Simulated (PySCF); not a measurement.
Al(Br)(vinyl)(NH2) (C₂H₅AlBrN), SMILES [NH2][Al]([Br])[CH]=C.

Coordinates come from a ωB97X-D3(BJ)/def2-SVP optimisation. The structure was generated by enumeration; whether it is a known compound was not checked. The values are those of a single conformer.

These are ωB97X-D3(BJ)/def2-SVP in PySCF values and carry that method's errors.

Frequencies are harmonic and unscaled.

Computed vibrational spectrum:
| mode | ν (cm⁻¹) | IR (km/mol) | moving atoms (share of kinetic energy) |
|---|---|---|---|
| 1 | 20 | 0.1 | C 50 %, H 38 %, Al 9 % |
| 2 | 101 | 2.0 | C 32 %, Al 21 %, H 19 %, N 16 %, Br 12 % |
| 3 | 159 | 3.2 | N 44 %, H 24 %, C 13 %, Al 9 %, Br 9 % |
| 4 | 204 | 6.6 | Al 57 %, H 28 %, N 11 % |
| 5 | 249 | 0.4 | C 56 %, Br 23 %, H 17 % |
| 6 | 343 | 5.5 | H 97 % |
| 7 | 419 | 51.4 | Al 43 %, Br 17 %, H 16 %, C 14 %, N 10 % |
| 8 | 442 | 203.8 | H 79 %, N 20 % |
| 9 | 464 | 28.7 | H 60 %, C 31 %, Al 9 % |
| 10 | 628 | 0.6 | H 42 %, C 35 %, N 14 %, Al 8 % |
| 11 | 690 | 229.2 | H 43 %, Al 33 %, N 13 %, C 10 % |
| 12 | 867 | 104.9 | Al 43 %, N 43 %, H 12 % |
| 13 | 1005 | 17.0 | H 87 %, C 12 % |
| 14 | 1016 | 31.7 | H 73 %, C 27 % |
| 15 | 1070 | 9.9 | H 92 %, C 8 % |
| 16 | 1278 | 1.5 | H 71 %, C 29 % |
| 17 | 1434 | 17.6 | H 82 %, C 18 % |
| 18 | 1536 | 70.1 | H 89 %, N 11 % |
| 19 | 1688 | 24.0 | C 84 %, H 16 % |
| 20 | 3130 | 21.9 | H 95 % |
| 21 | 3165 | 2.5 | H 92 %, C 8 % |
| 22 | 3218 | 14.1 | H 89 %, C 11 % |
| 23 | 3626 | 33.9 | H 96 % |
| 24 | 3714 | 30.7 | H 91 %, N 9 % |
